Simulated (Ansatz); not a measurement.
Which isomer of BClFHSi gives these data?

These gas-phase data were calculated for one isomer of BClFHSi at B3LYP-D3(BJ)/6-311G** (harmonic, unscaled wavenumbers; equilibrium rotational constants with average atomic masses):

- rotational constants: 5.865, 3.067, 2.051 GHz
- all wavenumbers above 1500 cm⁻¹: 2034
- dipole moment: 0.96 D (PBE0/def2-TZVPD)

Candidates:

(1) `FB([SiH])Cl`, a singlet
(2) `FB[Si]Cl`, a singlet

Assign the data to one candidate and say why.

Candidate (1). No mode falls between 2350 and 2900 cm⁻¹, where the B–H stretch of (2) would stand.

The same quantities for all candidates:

|  | rotational constants (GHz) | wavenumbers above 1500 cm⁻¹ | dipole (D) | E above the lowest, B3LYP-D3(BJ)/6-311G** (kcal/mol) |
| --- | --- | --- | --- | --- |
| (1) | 5.865, 3.067, 2.051 | 2034 | 0.96 | 0.2 |
| (2) | 7.978, 2.508, 2.04 | 2555 | 1.31 | 0.0 |

Each candidate is one conformer. Programs: Ansatz 0.2.0.
